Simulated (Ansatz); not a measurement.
`C=CCCCCCCCCCC` with charge +1. Total charge 1; doublet. Geometry r2SCAN-D4/def2-SVP, that of the neutral singlet; atoms count from 1.

```csv
atom,x (Å),y (Å),z (Å)
C1,3.8713,4.9630,0.2845
C2,3.0790,4.5704,-0.7194
C3,2.0436,3.4907,-0.6403
C4,2.3327,2.3266,-1.5988
C5,1.2375,1.2605,-1.6444
C6,1.0269,0.5095,-0.3312
C7,-0.0048,-0.6111,-0.4324
C8,-0.2119,-1.3570,0.8848
C9,-1.1659,-2.5510,0.8069
C10,-2.6132,-2.1847,0.4788
C11,-3.5676,-3.3800,0.4086
C12,-3.7438,-4.1277,1.7273
H13,4.6164,5.7532,0.1506
H14,3.7972,4.5086,1.2796
H15,3.1927,5.0517,-1.7023
H16,1.9710,3.1279,0.3993
H17,1.0519,3.9140,-0.8963
H18,3.2947,1.8611,-1.3147
H19,2.4845,2.7343,-2.6149
H20,0.2832,1.7284,-1.9549
H21,1.4853,0.5298,-2.4361
H22,0.7110,1.2129,0.4612
H23,1.9938,0.0899,0.0079
H24,-0.9624,-0.1841,-0.7827
H25,0.3080,-1.3309,-1.2137
H26,-0.5778,-0.6470,1.6515
H27,0.7710,-1.7087,1.2488
H28,-1.1336,-3.0864,1.7720
H29,-0.7927,-3.2686,0.0502
H30,-2.9840,-1.4656,1.2356
H31,-2.6483,-1.6507,-0.4870
H32,-4.5536,-3.0239,0.0610
H33,-3.2114,-4.0814,-0.3692
H34,-4.5002,-4.9234,1.6384
H35,-2.8087,-4.6046,2.0614
H36,-4.0719,-3.4454,2.5300
```

Estimate the Mulliken populations of the heavy atoms from the PBE0/def2-SVP orbitals of Ansatz.


| atom | charge (e) | spin (α − β) |
| --- | --- | --- |
| C1 | 0.06 | 0.43 |
| C2 | -0.02 | 0.22 |
| C3 | -0.07 | 0.00 |
| C4 | -0.08 | 0.05 |
| C5 | -0.05 | 0.01 |
| C6 | -0.10 | 0.01 |
| C7 | -0.09 | 0.02 |
| C8 | -0.05 | 0.02 |
| C9 | -0.06 | 0.05 |
| C10 | -0.10 | 0.04 |
| C11 | -0.09 | 0.02 |
| C12 | -0.10 | 0.02 |
Mulliken values depend strongly on the basis.

Where does the spin sit?

Summed by element: C 0.87, H 0.13, of 1 unpaired in all. Largest on single atoms: C1 0.43, C2 0.22, C4 0.05.

And the Mayer bond orders between heavy atoms (over 0.3)?

C1–C2 1.59 (1.34 Å); C2–C3 1.11 (1.50 Å); C3–C4 0.98 (1.54 Å); C4–C5 1.09 (1.53 Å); C5–C6 1.06 (1.53 Å); C6–C7 1.07 (1.53 Å); C7–C8 1.06 (1.53 Å); C8–C9 1.09 (1.53 Å); C9–C10 1.00 (1.53 Å); C10–C11 1.09 (1.53 Å); C11–C12 1.08 (1.53 Å).
